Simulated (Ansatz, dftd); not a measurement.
Species: SnHBrF, charge 0, doublet. SnHBrF (SMILES [SnH]([F])[Br], doublet).
B3LYP-D3(BJ)/def2-TZVP minimum from Ansatz (a program for electronic structure):
```xyz
4

Sn    -0.7802     0.3155     0.2950
F     -0.8380     1.7305    -1.0336
Br     1.3467    -0.9298    -0.2071
H     -0.5795     1.1926     1.8020
```
Charge 0, spin multiplicity 2.

Quantity: atomisation energy (electronic, to ground-state atoms), in kcal/mol. Open shells are spin-unrestricted; no spin-orbit coupling. Correlated methods leave the cores frozen (noble-gas shells, and filled d and f shells in the p block). Past Kr the def2 sets carry scalar-relativistic core potentials. CBS(X,Y): correlation extrapolated as X^-3, Hartree-Fock from the larger set. A bracket is a step between two methods taken in the basis named. For partners of very few electrons the exact lower level stands in for a higher one. Spin-orbit terms, left out, reach several kcal/mol for Br and I, and more for heavier atoms.

| level | program | atomisation energy (kcal/mol) | difference against the last row |
|---|---|---|---|
| HF/def2-QZVPP | Ansatz | 154.1 | -80.1 |
| PBE-D3(BJ)/def2-TZVPD | Ansatz + dftd3 | 237.1 | 2.9 |
| PBE-D4/def2-TZVPD | Ansatz + dftd4 | 237.4 | 3.2 |
| B3LYP-D4/def2-TZVPD | Ansatz + dftd4 | 228.2 | -6.0 |
| PBE0-D3(BJ)/def2-TZVPD | Ansatz + dftd3 | 227.1 | -7.1 |
| CAM-B3LYP-D3(BJ)/def2-TZVPD | Ansatz + dftd3 | 228.9 | -5.3 |
| wB97M-V/def2-TZVPD | Ansatz | 227.3 | -6.9 |
| MP2/def2-TZVPP | Ansatz | 230.3 | -3.9 |
| CCSD/CBS(def2-TZVPP,def2-QZVPP) | Ansatz | 226.7 | -7.5 |
| CCSD(T)/def2-QZVPP | Ansatz | 229.1 | -5.1 |
| CCSD(T)/CBS(def2-TZVPP,def2-QZVPP) | Ansatz | 233.4 | -0.8 |
| CCSDT(Q)/def2-SVP | Ansatz | 203.3 | -30.9 |
| CCSD(T)/CBS(def2-TZVPP,def2-QZVPP) + [CCSDT(Q) - CCSD(T)]/def2-SVP | Ansatz | 234.2 | 0.0 |
